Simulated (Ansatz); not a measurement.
Steps of a relaxation of F$_{2}$HOSn (`[OH][Sn]([F])[F]`) radical with UKS PBE-D4/def2-SVP.

```sh
$ ansatz run in.yaml --threads 4 --pin off --events-out ev --progress --plain --max-ram 10444MiB
```

```yaml
crystal:
  periodic: [false, false, false]
  atoms:
    - {symbol: O, position_ang: [-0.364100, 1.252900, -0.436000]}
    - {symbol: Sn, position_ang: [-0.193100, -0.447500, 0.467300]}
    - {symbol: F, position_ang: [1.631000, -1.011300, 0.321000]}
    - {symbol: F, position_ang: [-1.261100, -1.758600, -0.376200]}
    - {symbol: H, position_ang: [0.237200, 1.890800, -0.017500]}
basis:
  gaussian: {orbitals: def2-SVP}
magnetization: {spin_polarized: true, initial_magnetization: 1}
hamiltonian: {xc: pbe, dispersion: d4}
relax: {f_tol: 0.03, max_steps: 200}
```

Positions (Å) and forces (eV/Å) along the path, 5 of 5 steps:

```xyz
5
step=1 energy=-13316.1543 eV
O    -0.364    1.253   -0.436   -0.409    1.364   -1.137
Sn   -0.193   -0.448    0.467   -0.125   -0.012    2.353
F     1.631   -1.011    0.321    1.326   -0.450   -0.229
F    -1.261   -1.759   -0.376   -1.022   -1.251   -1.050
H     0.237    1.891   -0.018    0.230    0.350    0.063
5
step=2 energy=-13316.3808 eV
O    -0.392    1.269   -0.420   -0.063    0.315   -0.165
Sn   -0.200   -0.465    0.577    0.070   -0.175    0.275
F     1.660   -1.050    0.312    0.097   -0.036    0.007
F    -1.261   -1.762   -0.434   -0.088   -0.056   -0.096
H     0.243    1.934   -0.076   -0.015   -0.048   -0.021
5
step=3 energy=-13316.3873 eV
O    -0.422    1.274   -0.405    0.044    0.098    0.017
Sn   -0.190   -0.474    0.596    0.004   -0.047   -0.015
F     1.675   -1.057    0.323    0.000    0.006    0.011
F    -1.263   -1.741   -0.453    0.004    0.011    0.015
H     0.250    1.924   -0.102   -0.052   -0.069   -0.028
5
step=4 energy=-13316.3878 eV
O    -0.432    1.281   -0.395    0.032    0.027    0.016
Sn   -0.191   -0.477    0.592   -0.006    0.001    0.000
F     1.678   -1.051    0.327   -0.002    0.008   -0.003
F    -1.266   -1.744   -0.455    0.003    0.002    0.000
H     0.261    1.916   -0.111   -0.027   -0.037   -0.014
5
step=5 energy=-13316.3880 eV
O    -0.440    1.285   -0.383    0.027    0.007    0.018
Sn   -0.197   -0.479    0.595   -0.001    0.013   -0.003
F     1.677   -1.037    0.327   -0.003    0.006   -0.001
F    -1.265   -1.745   -0.460   -0.003   -0.006   -0.003
H     0.276    1.902   -0.120   -0.020   -0.020   -0.011
```

Run time 6 s (4 threads of an Arm Neoverse V1 on a shared host); peak host memory 0.13 GiB.
